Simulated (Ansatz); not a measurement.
Ansatz (an electronic-structure program) input (PBE0/def2-QZVPP):
A basis named .json is the Basis Set Exchange file of that set.

Ansatz 0.2 input:
```yaml
crystal:
  periodic: [false, false, false]
  atoms:
    - {symbol: Zn, position_ang: [0.00000000, 0.00000000, 0.00000000]}
    - {symbol: H, position_ang: [0.00000000, 0.00000000, 1.65578858]}
    - {symbol: H, position_ang: [-0.00000000, -0.00000000, -1.65578858]}
basis:
  gaussian:
    orbitals: def2-QZVPP.json
hamiltonian:
  xc: {name: PBE0}
total_charge: 1
magnetization: {spin_polarized: true, initial_magnetization: 1}
```

End of the output:

```
integrals: 0.05 GiB planned
794 factors; their error is unknown
mean field: 0.71 GiB planned
mean field evaluation 1: about -48434.9061 eV, gradient 1.1e1 eV
mean field evaluation 2: about -48434.7961 eV, gradient 1.9e1 eV
mean field evaluation 4: about -48435.2839 eV, gradient 5.6e-1 eV
mean field evaluation 8: about -48435.3778 eV, gradient 1.1e-2 eV
mean field -48435.37780614 eV, -1779.9673036974 hartree, gradient 2.2e-5 eV, S^2 0.788632; 0 other end points of the search recorded, 0 dependent functions left out
reference -48435.37783165 eV, -1779.9673046350 hartree; 16, 15 occupied and 144, 145 virtual orbitals, 794 factors
Total energy: -48435.37783165 eV, -1779.9673046350 hartree
```

The spin state was set by rule; other spins were not relaxed.
